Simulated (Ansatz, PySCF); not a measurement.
This PySCF input computes a PBE/def2-TZVPD energy:

```python
from pyscf import gto, scf, dft

mol = gto.M(
    atom='''
    Ge    1.15501481   -0.40159227   -0.12991688
    O     1.48082589    0.07183168   -1.69342625
    Br   -1.39448804    0.35075140    0.50585001
    ''',
    basis='def2-tzvpd',
    charge=-1,
    spin=0,
    verbose=4,
)

mf = dft.RKS(mol, xc='pbe').density_fit(auxbasis='def2-universal-jkfit')
mf.grids.level = 3
mf.conv_tol = 1e-9
mf.max_cycle = 100
mf.max_memory = 1500
mf.kernel()
if not mf.converged:
    mf = mf.newton()
    mf.kernel(mf.make_rdm1())
mf.analyze()
```

Write an input for the same energy in Ansatz (an electronic-structure program) and say what it gives.


Ansatz 0.2 input:
```yaml
crystal:
  periodic: [false, false, false]
  atoms:
    - {symbol: Ge, position_ang: [1.15501481, -0.40159227, -0.12991688]}
    - {symbol: O, position_ang: [1.48082589, 0.07183168, -1.69342625]}
    - {symbol: Br, position_ang: [-1.39448804, 0.35075140, 0.50585001]}
basis:
  gaussian:
    orbitals: def2-TZVPD
hamiltonian:
  xc: {name: PBE}
total_charge: -1
output: {forces: true}
```
It gives -4725.77761 Eh, and PySCF -4725.77771 Eh, a difference of 0.10 mEh, from the treatment of integrals and grids.
